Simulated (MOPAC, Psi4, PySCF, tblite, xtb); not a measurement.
Dimer C2H3N ··· H3B (SMILES CC#N and B) at R = 2.91 Å between the centres of mass, closest contact 1.64 Å (lowest of the rigid-body minima from ten starts at GFN2-xTB). Geometry in Å and degrees:

```
10

C     -0.488    -0.014    -0.020
C      0.965     0.028     0.039
N      2.113     0.061     0.084
H     -0.813    -0.627    -0.860
H     -0.889    -0.439     0.901
H     -0.888     0.993    -0.144
B      3.641    -0.110     0.650
H      3.273     0.348     1.684
H      4.098     0.601    -0.187
H      3.553    -1.280     0.452
```

- GFN2-xTB (tblite)
- SAPT0/jun-cc-pVDZ, frozen core (Psi4)
- revPBE/def2-TZVP, counterpoise-corrected (Psi4)
- revPBE-D3(BJ)/def2-TZVP, counterpoise-corrected (Psi4)
- PBE/def2-TZVP, counterpoise-corrected (Psi4)
- PBE-D3(BJ)/def2-TZVP, counterpoise-corrected (Psi4)
- wB97X-D/def2-TZVP, counterpoise-corrected (Psi4)
- HF/aug-cc-pVDZ, counterpoise-corrected (Psi4)
- MP2/aug-cc-pVDZ = DF-MP2/aug-cc-pVDZ, frozen core, counterpoise-corrected in Psi4 1.11
- SCS-MP2/aug-cc-pVDZ = Psi4 1.11 with DF-SCS-MP2/aug-cc-pVDZ, frozen core, counterpoise-corrected
- PM6, restricted, heats of formation (MOPAC)
- AM1, restricted, heats of formation (MOPAC)
- GFN1-xTB (xtb)
- RKS-B3LYP/6-31G* = restricted B3LYP/6-31G*, spherical d, no counterpoise correction (PySCF)
- RHF/6-31G* = restricted Hartree-Fock/6-31G*, spherical d, no counterpoise correction run with PySCF
- RKS-B3LYP/3-21G = restricted B3LYP/3-21G, no counterpoise correction (PySCF)
- RKS-LDA (SVWN5)/6-31G* = PySCF with restricted LDA (SVWN5)/6-31G*, spherical d, no counterpoise correction

Q: What interaction energy does each level give?

A: 
```json
[
 {"method": "RKS-LDA (SVWN5)/6-31G*", "E_int / kcal/mol": "-28.94"},
 {"method": "PM6", "E_int / kcal/mol": "-23.96"},
 {"method": "PBE-D3(BJ)/def2-TZVP", "E_int / kcal/mol": "-14.58"},
 {"method": "PBE/def2-TZVP", "E_int / kcal/mol": "-13.41"},
 {"method": "RKS-B3LYP/3-21G", "E_int / kcal/mol": "-12.51"},
 {"method": "GFN1-xTB", "E_int / kcal/mol": "-12.45"},
 {"method": "GFN2-xTB", "E_int / kcal/mol": "-11.35"},
 {"method": "revPBE-D3(BJ)/def2-TZVP", "E_int / kcal/mol": "-10.85"},
 {"method": "revPBE/def2-TZVP", "E_int / kcal/mol": "-8.00"},
 {"method": "RKS-B3LYP/6-31G*", "E_int / kcal/mol": "-7.37"},
 {"method": "AM1", "E_int / kcal/mol": "-6.95"},
 {"method": "wB97X-D/def2-TZVP", "E_int / kcal/mol": "-6.03"},
 {"method": "SAPT0/jun-cc-pVDZ", "E_int / kcal/mol": "-5.71"},
 {"method": "MP2/aug-cc-pVDZ", "E_int / kcal/mol": "-2.76"},
 {"method": "SCS-MP2/aug-cc-pVDZ", "E_int / kcal/mol": "0.79"},
 {"method": "RHF/6-31G*", "E_int / kcal/mol": "9.15"},
 {"method": "HF/aug-cc-pVDZ", "E_int / kcal/mol": "11.67"}
]
```
